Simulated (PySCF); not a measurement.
Job file and geometry (Å, from GFN2-xTB) of a spin–spin coupling run on `C1=C(B(O)O)[C@@H]1F`, C₃H₄BFO₂, B3LYP/pcJ-1 indirect spin-spin coupling, non-relativistic, gas phase in PySCF 2.14.0, density-fitted response routines; density fitting, a coarse starting grid and PySCF grid level 2 are the driver's defaults:

```
$ OMP_NUM_THREADS=1 python probes_run.py task.json out

{"job": {"kind": "j", "xc": "B3LYP", "basis": "pcJ-1"}, "charge": 0, "multiplicity": 1}
O     -1.098722     0.489288     1.620413
B     -0.894609    -0.333023     0.568974
O     -1.696224    -1.369665     0.230172
C      0.357372    -0.079591    -0.307613
C      1.126580    -0.353304    -1.341052
C      1.527279     0.815752    -0.544729
F      1.295038     2.078199    -1.067416
H     -1.877655     0.348428     2.158767
H     -2.471732    -1.524160     0.771124
H      1.334996    -0.935314    -2.204747
H      2.403100     0.866062     0.090143
```

Q: What does the program print?

A: 
```
coarse grid: 10088 points
cycle   1  E = -391.6474257003  dE =  1.181e+00  |g| = 1.055e+00  |ddm| = 2.836e+00
cycle   2  E = -391.4263704889  dE =  2.211e-01  |g| = 1.574e+00  |ddm| = 1.589e+00
cycle   3  E = -391.8327150447  dE = -4.063e-01  |g| = 1.095e-01  |ddm| = 9.937e-01
cycle   4  E = -391.8346051341  dE = -1.890e-03  |g| = 6.211e-02  |ddm| = 1.321e-01
cycle   5  E = -391.8354026211  dE = -7.975e-04  |g| = 2.316e-02  |ddm| = 5.830e-02
cycle   6  E = -391.8355206150  dE = -1.180e-04  |g| = 5.147e-03  |ddm| = 1.933e-02
cycle   7  E = -391.8355262334  dE = -5.618e-06  |g| = 1.801e-03  |ddm| = 4.813e-03
final grid: 100344 points
cycle   8  E = -391.9095245620  dE = -1.853e-04  |g| = 8.166e-03  |ddm| = 1.741e-02
cycle   9  E = -391.9095092613  dE =  1.530e-05  |g| = 1.263e-02  |ddm| = 1.456e-02
cycle  10  E = -391.9095353433  dE = -2.608e-05  |g| = 9.725e-04  |ddm| = 9.012e-03
cycle  11  E = -391.9095353671  dE = -2.382e-08  |g| = 8.731e-04  |ddm| = 1.270e-03
cycle  12  E = -391.9095355421  dE = -1.749e-07  |g| = 2.063e-04  |ddm| = 7.031e-04
cycle  13  E = -391.9095355517  dE = -9.600e-09  |g| = 1.734e-05  |ddm| = 1.629e-04
cycle  14  E = -391.9095355517  dE = -3.274e-11  |g| = 9.626e-06  |ddm| = 1.305e-05
converged SCF energy = -391.9095355517

Indirect spin-spin couplings (Hz)
  i      j    bonds     total        FC       PSO       DSO        SD
  0 O    1 B    1    -10.746   -15.589     5.183    -0.144    -0.196
  0 O    3 C    2    -21.267   -21.220    -0.023    -0.024         -
  0 O    4 C    3     -4.938    -4.540    -0.440     0.041         -
  0 O    5 C    3     -0.211    -0.233     0.029    -0.007         -
  0 O    6 F    4      0.189     0.281    -0.075     0.009    -0.025
  0 O    7 H    1    -86.994   -74.060   -12.603    -0.331         -
  0 O    8 H    3     -1.342    -2.263     0.831     0.090         -
  0 O    9 H    4     -0.239    -0.199    -0.216     0.175         -
  0 O   10 H    4     -0.259    -0.283     0.003     0.021         -
  1 B    2 O    1     -8.181   -13.033     5.175    -0.143    -0.180
  1 B    3 C    1    125.586   126.023    -1.237     0.417     0.382
  1 B    4 C    2      2.151     0.955     0.738    -0.047     0.505
  1 B    5 C    2      0.615     0.394     0.008     0.007     0.207
  1 B    6 F    3     -2.560    -1.363    -1.021    -0.062    -0.114
  1 B    7 H    2     -1.844    -0.614    -0.076    -1.049    -0.105
  1 B    8 H    2     -2.484    -1.249    -0.112    -1.021    -0.102
  1 B    9 H    3      0.733     0.513     0.484    -0.298     0.034
  1 B   10 H    3     -0.850    -0.896     0.199    -0.171     0.018
  2 O    3 C    2    -20.995   -20.898    -0.074    -0.023         -
  2 O    4 C    3      0.134     0.141    -0.014     0.008         -
  2 O    5 C    3     -3.530    -3.490    -0.070     0.030         -
  2 O    6 F    4     -0.464    -0.943     0.330     0.099     0.051
  2 O    7 H    3     -1.335    -2.257     0.827     0.095         -
  2 O    8 H    1    -84.965   -71.927   -12.711    -0.327         -
  2 O    9 H    4     -0.679    -0.701    -0.021     0.044         -
  2 O   10 H    4      0.187     0.173    -0.127     0.141         -
  3 C    4 C    1     47.797    55.718    -8.113     0.192         -
  3 C    5 C    1     12.036    13.624    -1.828     0.240         -
  3 C    6 F    2     16.928    13.075     2.598    -0.124     1.379
  3 C    7 H    3     10.289    10.396     0.469    -0.576         -
  3 C    8 H    3     10.346    10.443     0.479    -0.576         -
  3 C    9 H    2      3.123     3.862     0.052    -0.791         -
  3 C   10 H    2      2.034     2.241     0.126    -0.332         -
  4 C    5 C    1     17.738    19.519    -2.000     0.219         -
  4 C    6 F    2     11.755    12.891    -1.280    -0.191     0.334
  4 C    7 H    4      2.060     2.040     0.502    -0.482         -
  4 C    8 H    4     -0.329    -0.327     0.459    -0.461         -
  4 C    9 H    1    235.181   236.047    -1.661     0.795         -
  4 C   10 H    2      0.830     1.067     0.186    -0.422         -
  5 C    6 F    1   -299.869  -333.227    16.178     0.796    16.384
  5 C    8 H    4      1.733     1.777     0.351    -0.395         -
  5 C    9 H    2      1.327     1.357     0.530    -0.560         -
  5 C   10 H    1    227.888   227.432    -0.741     1.198         -
  6 F    7 H    5     -0.508    -0.248     1.034    -1.195    -0.099
  6 F    8 H    5     -0.169     0.095     0.946    -1.119    -0.091
  6 F    9 H    3     -0.607    -1.508     2.112    -1.378     0.167
  6 F   10 H    2    106.037   102.953     7.410    -1.270    -3.056
  7 H    8 H    4     -0.176     0.046    -2.002     1.780         -
  8 H    9 H    5      0.408     0.499     1.432    -1.522         -
  8 H   10 H    5     -0.320    -0.214     1.297    -1.403         -
  9 H   10 H    3     -1.497    -1.390     1.978    -2.085         -
```

Size and cost of the density-fitted run: 229 basis functions, 62 s wall time on 1 thread of an Arm Neoverse N1, shared host; peak memory 0.87 GiB.
